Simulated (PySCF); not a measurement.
Which determinant of CaSn⁺ lies lowest?

Unrestricted PBE0; basis Ca def2-SVP, Sn def2-SVP with ECP28; scalar-relativistic core potentials; PySCF 2.14. Outer shells of the fragments: Ca+ 4s1; Sn 4d10 5s2 5p2.

Followed along the bond (rough minima from three points):

| 2Ms+1 | unpaired | ⟨S²⟩ at the start | R at minimum (Å) | Te (eV) |
| --- | --- | --- | --- | --- |
| 2 | π ↑ | 0.77 | 3.21 | 0.00 |
| 4 | σ ↑, π ↑↑ | 3.75 | 2.89 | 0.02 |
| 2 | σ ↑, π ↑↓ | 1.76 | 2.91 | 0.52 |
| 2 | σ ↓, π ↑↑ | 1.76 | 2.91 | 0.57 |
| 4 | σ ↑↑, π ↑ | 3.75 | none in the scan | ≤ 0.88 |

Solutions found at the starting distance of 3.040 Å, counted from the lowest of them; the search is not exhaustive and high or unbound solutions are not listed, so other states can lie among these:

```tsv
2Ms+1	unpaired	term	E (eV)	⟨S²⟩	⟨Lz²⟩	μ (D)
2	π ↑	²Π	0.00	0.77	1.01	-10.15
4	σ ↑, π ↑↑	⁴Σ⁻	0.03	3.75	0.00	-12.09
2	σ ↑, π ↑↓	mixed	0.52	1.76	2.01	-11.87
2	σ ↓, π ↑↑	mixed	0.57	1.76	0.00	-11.72
4	σ ↑↑, π ↑	⁴Π	1.05	3.75	1.01	-5.42
2	σ ↑	mixed	1.12	0.76	2.00	-11.66
2	σ ↑	²Σ⁺	1.33	0.75	0.00	-4.65
4	σ ↑, π ↑, δ ↑	mixed	2.32	3.75	5.00	-7.03
2	σ ↑, π ↑, δ ↓	mixed	2.38	1.75	4.97	-7.23
4	σ ↑, π ↑↑	mixed	2.41	3.75	2.00	-6.78
```

A term symbol is given only where ⟨S²⟩ and ⟨Lz²⟩ are close to those of a pure state; real π, δ and φ orbitals otherwise mix terms. A positive dipole points towards Sn; it is taken about the centre of mass and depends on that origin.

Spin–orbit coupling is left out.
